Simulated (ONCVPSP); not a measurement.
**Rb, ONCV: configuration errors across variants**

ONCVPSP 4.0.1 input, shortened (lines: element, Z, core and valence counts, functional; n l f; lmax; l rc ep ncon nbas qcut; lloc lpopt rc5 dvloc0; l nproj debl; icmod fcfact rcfact), LDA (Perdew-Wang 92), scalar-relativistic:

```
  Rb 37.00    6    3  -001012      upf
    1    0    2.00
    2    0    2.00
    2    1    6.00
    3    0    2.00
    3    1    6.00
    3    2   10.00
    4    0    2.00
    4    1    6.00
    5    0    1.00
    2
    0    2.35    0.00    4    9    5.20
    1    2.35    0.00    4    8    7.20
    2    2.15    0.19    4    9    4.30
    4    5    1.95    4.00
    0    2    1.50
    1    2    2.20
    2    2    0.80
    0    0.00    0.00
```

All-electron excitation energies from the reference (eV): (1) 4s2 4p6 5s0 4.274; (2) 4s2 4p6 5s0.5 1.658; (3) 4s2 4p6 5s0 5p1 1.618; (4) 4s1 4p6 5s1 37.841.

1 further variants failed, have other tests or another functional or relativity, and are left out.

Errors AE − PS in meV (a dash: test not solved or not reliable):

```csv
change,(1),(2),(3),(4),bound ghosts,GHOST(+) flags above zero
base,-0.2,-0.1,+0.1,-102,none,none
"local potential polynomial inside 1.95 bohr (lpopt 5, dvloc0 9.5 Ha)",-0.2,-0.1,0.0,-102,none,none
s: rc 3,-0.3,-0.1,0.0,-235,none,none
d: nbas 7,-0.2,-0.1,+0.1,-102,none,none
"all radii scaled by about 1.15 (s 2.70, p 2.70, d 2.48 bohr); local potential polynomial inside 2.24 bohr (lpopt 5, dvloc0 4 Ha)",-0.2,-0.1,-0.1,-178,none,none
p: nproj 1,-0.2,-0.1,-2.5,-110,none,none
d: debl 0.45,-0.2,-0.1,+0.1,-102,none,none
```

Task: Give the same row for: s: rc 3.02.

Result: -0.3, -0.1, 0.0, -239; bound ghosts: none; GHOST(+) flags above zero: none.
